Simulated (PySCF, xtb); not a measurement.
methylammonium (CH₆N), SMILES C[NH3+], charge +1.

Harmonic wavenumbers (cm⁻¹) from GFN2-xTB (xtb 6.7.1) at its own minimum, in rising order: 298, 877, 877, 1018, 1184, 1184, 1366, 1425, 1430, 1431, 1445, 1445, 3071, 3073, 3073, 3234, 3234, 3247.

**Question.** What does PBE0-D3(BJ)/def2-TZVP in PySCF 2.14.0 give at its own minimum? (Estimate from the structure and the level; the computed values follow.)

**Answer.** 301, 915, 915, 970, 1281, 1281, 1463, 1494, 1494, 1531, 1669, 1669, 3101, 3207, 3207, 3425, 3502, 3502. Paired by order, the mean absolute difference is 117 cm⁻¹ and the zero-point energies are 47.1 and 49.9 kcal/mol.
